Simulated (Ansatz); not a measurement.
Stepwise reaction of `[F][Ge]([F])([SeH])[SeH]` with methanol, as a gas-phase model of exchange steps in deposition or etching. ΔE in kJ/mol.

Isolated molecules relaxed with PBE0-D4/def2-TZVP in Ansatz; ΔE leaves out vibrations. CCSD(T)/CBS adds triple-zeta CCSD(T) − MP2 to the extrapolated MP2 energy (def2 sets, frozen cores). This one scheme is used for every species. Functionals use def2-TZVPP. B3LYP here is the variant with VWN-RPA as its local correlation; programs differ in this. For Ge, Se outer-core shells are correlated without core-valence functions, which leaves a few kJ/mol of doubt a bond. Scalar relativity is left out up to krypton. One conformer a species, not always the lowest.

```
step                                                               reaction  PBE-D4  B3LYP-D4  ωB97M-V  CCSD(T)/CBS
   1  `[F][Ge]([F])([SeH])[SeH]` + CH₃OH → `C[O][Ge]([F])([F])[SeH]` + H₂Se    28.4      19.7     16.0         15.8
```

Q: Give the row of step 2, `C[O][Ge]([F])([F])[SeH]` + CH₃OH → `C[O][Ge]([F])([F])[O]C` + H₂Se. (An estimate is asked.)

A: Computed: 
```json
{"step": "2", "reaction": "`C[O][Ge]([F])([F])[SeH]` + CH₃OH → `C[O][Ge]([F])([F])[O]C` + H₂Se", "PBE-D4": "35.0", "B3LYP-D4": "26.4", "ωB97M-V": "24.0", "CCSD(T)/CBS": "22.7"}
```

Q: By hand: ΔE of the 2 steps together at CCSD(T)/CBS.

A: (15.8) + (22.7) = 38.5 kJ/mol, or 19.2 kJ/mol a step.

In ΔE each step is higher than the one before. All are uphill at CCSD(T)/CBS. PBE-D4 differs from CCSD(T)/CBS by 12.3 to 12.6 kJ/mol a step. Only this route is followed, and other bonds may react first. Isolated molecules leave out the surface, adducts and barriers. Largest T1 diagnostic: 0.012.
